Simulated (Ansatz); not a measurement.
Species: C7H13, charge 0, multiplicity 2. It need not be the lowest isomer of its formula. 
Structure (B3LYP-D3(BJ)/def2-TZVP (Ansatz, a program for electronic structure) minimum search):
```xyz
20

C     -2.3999    -0.9370    -0.8236
C     -1.3084     0.1219    -0.6632
C     -1.8738     1.3786     0.0004
C     -0.1145    -0.4582     0.1044
C      1.1111     0.4593     0.1669
C      2.2606    -0.1824     0.8973
C      3.4296    -0.4691     0.3957
H     -2.0191    -1.8265    -1.3296
H     -3.2413    -0.5530    -1.4040
H     -2.7837    -1.2471     0.1524
H     -0.9560     0.3970    -1.6648
H     -2.2051     1.1590     1.0196
H     -1.1390     2.1826     0.0534
H     -2.7353     1.7566    -0.5538
H     -0.4339    -0.7095     1.1228
H      0.1845    -1.4004    -0.3636
H      1.4271     0.7275    -0.8433
H      0.8511     1.3892     0.6807
H      2.0650    -0.4398     1.9450
H      4.3570    -0.9145     0.7180
```
Charge 0, spin multiplicity 2.

Parts of the frozen-core correlation energy in 6-31G* (Ansatz, hartree). Frozen orbitals: 7; correlated occupied orbitals by spin: 21 and 20; virtual: 103 and 104. Open shells are spin-unrestricted. No spin-orbit coupling. No relativistic terms.

```json
[
 {"term": "reference (HF)", "value": "-272.56521"},
 {"term": "MP2 opposite-spin", "value": "-0.66165"},
 {"term": "MP2 same-spin", "value": "-0.21120"},
 {"term": "CCSD correlation", "value": "-0.96505"},
 {"term": "(T)", "value": "-0.03126"},
 {"term": "T1 diagnostic", "value": "0.023"},
 {"term": "largest doubles amplitude", "value": "0.102"},
 {"term": "<S^2> of the reference", "value": "0.949"}
]
```
